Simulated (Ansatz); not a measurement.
Geometry optimisation, Ansatz, RKS PBE0-D4/def2-SVP.

Input:

```yaml
crystal:
  periodic: [false, false, false]
  atoms:
    - { symbol: Ga, position_ang: [0.0, 0.0, 0.0] }
    - { symbol: O, position_ang: [0.0, 0.0, 2.14] }
    - { symbol: H, position_ang: [-0.9095, -0.2814, 2.4771] }
    - { symbol: Cl, position_ang: [1.9398, 0.0, -1.12] }
    - { symbol: O, position_ang: [-1.5501, 0.0, -0.895] }
    - { symbol: H, position_ang: [-2.0598, -0.8467, -0.6865] }
    - { symbol: H, position_ang: [0.3988, 1.7292, 0.5897] }
    - { symbol: H, position_ang: [0.3085, 1.3378, 1.5381] }
basis:
  gaussian: { orbitals: def2-SVP }
hamiltonian:
  xc: pbe0
  dispersion: d4
relax:
  f_tol: 0.15
  max_steps: 25
  restrain:
    - { distance: [0, 6], at: 1.57, k: 30.0 }
    - { distance: [7, 1], at: 1.01, k: 30.0 }
    - { distance: [0, 1], at: 2.99, k: 30.0 }
    - { distance: [7, 6], at: 1.86, k: 30.0 }
```

Launched with:

```bash
$ ansatz run input.yaml --threads 2 --pin off --max-ram 3072MiB --backend cpu --events-out ev --progress --plain --runs-dir out
```

Task: Where does it end, and by what steps?

Result: The run converged. The restraints hold the end off the free minimum. After 9 steps the energy has fallen by 1.770 eV (the restraints' own energy left out); H8 moved furthest, 0.72 Å. Parted: Ga1–O2 (2.14 → 2.97 Å). Joined: O2–H8 (1.50 → 0.98 Å).

```csv
step,energy less start (eV),largest force component (eV/Å),accepted
0,0.0000,2.082,yes
1,0.3407,2.459,yes
2,-0.2919,3.216,yes
3,-1.0623,1.612,yes
4,-1.4593,0.649,yes
5,-1.6205,1.134,yes
6,-1.6855,0.965,yes
7,-1.7393,0.844,yes
8,-1.7657,0.775,yes
9,-1.7703,0.807,yes
```

```xyz
8
Properties=species:S:1:pos:R:3
Ga 0.105 0.521 -0.422
O 0.038 0.129 2.527
H -0.909 -0.059 2.533
Cl 1.693 -0.439 -1.493
O -1.537 -0.131 -0.579
H -1.623 -0.924 -1.119
H 0.283 1.805 0.452
H 0.076 1.036 2.145
```

Run time: 20 s on 2 threads of Intel(R) Xeon(R) 6975P-C (Granite Rapids), with other jobs on the host, peak memory 0.24 GiB.
